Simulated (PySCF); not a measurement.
Calculation: PySCF with r2SCAN-D4/def2-TZVP // r2SCAN-D4/def2-SVP. Isolated molecules, 0 K electronic values unless said otherwise. One relaxed conformer stands for a flexible species; it need not be the lowest. Excitations are Tamm–Dancoff values on a coarser integration grid. The basis has no diffuse functions, so Rydberg states are missing or too high.

Reference species (SMILES): `Bc1cc2ccc(cc2s1)C#N` (neutral, multiplicity 1).

```yaml
S1–T1 gap (TDA): 1.11 eV
HOMO: -6.41 eV
```

Changed species: `Bc1cc2sccc2cc1C#N`.

Task: What does the change do to the S1–T1 gap (TDA) and HOMO?

Result: the S1–T1 gap (TDA) decreases by 0.30 eV, to 0.81 eV; the HOMO is nearly the same.
